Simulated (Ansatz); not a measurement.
`[SH][Ge]([Cl])([Cl])[Cl]` + CH₄ → `[CH3][Ge]([SH])([Cl])[Cl]` + HCl at 700 K and 1 bar (formal exchange of groups at a Ge–Cl bond).

Computed with Ansatz on PBE0-D4/def2-TZVP structures; ΔE is electronic, products minus reactants. CCSD(T)/CBS is the MP2 limit (def2-TZVPP, def2-QZVPP) plus CCSD(T) − MP2 in def2-TZVPP, frozen cores. This one scheme is used for every species. For Ge outer-core shells are correlated without core-valence functions, which leaves a few kJ/mol of doubt a bond. Scalar relativity is left out up to krypton. Each species was taken in one conformer, which may not be the lowest.

| species | CCSD(T)/CBS energy (Eh) | H − E (kJ/mol) | S (J/(mol·K)) |
| --- | --- | --- | --- |
| `[SH][Ge]([Cl])([Cl])[Cl]` | -3853.97733 | 106.6 | 483.5 |
| CH₄ | -40.46206 | 145.9 | 224.0 |
| `[CH3][Ge]([SH])([Cl])[Cl]` | -3434.03428 | 211.4 | 512.0 |
| HCl | -460.38127 | 38.4 | 211.8 |

H − E and S are ideal-gas, rigid-rotor, harmonic terms from PBE0-D4/def2-TZVP, for one conformer and one mirror image of each species. 1 Eh = 2625.50 kJ/mol, R = 8.31446 J/(mol·K).

**Question.** By hand: ΔE, ΔH, ΔS and ΔG.

**Answer.** ΔE = (-3434.03428) + (-460.38127) − (-3853.97733) − (-40.46206) = 0.02384 Eh = 62.6 kJ/mol. Δ(H − E) = 211.4 + 38.4 − 106.6 − 145.9 = -2.7, so ΔH = 59.9 kJ/mol. ΔS = 512.0 + 211.8 − 483.5 − 224.0 = 16.3 J/(mol·K). ΔG = 59.9 − 700 × (16.3)/1000 = 48.5 kJ/mol.

**Question.** By hand: the equilibrium constant, and the temperature at which ΔG would vanish if ΔH and ΔS stayed fixed.

**Answer.** log₁₀ K = −ΔG/(RT ln 10) = -3.6. ΔG = 0 at ΔH/ΔS = 3675 K, far beyond where these terms or the molecules hold.

ΔH outweighs TΔS. A doubt of 5 kJ/mol in ΔE shifts log₁₀ K by 0.4 here. Other conformers and mirror images would add mixing entropy, several J/(mol·K) or more a flexible species. These are equilibria of isolated gas molecules and say nothing of rates. Largest T1 diagnostic: 0.010 (customary marks: 0.02 for closed shells, 0.045 for open ones).
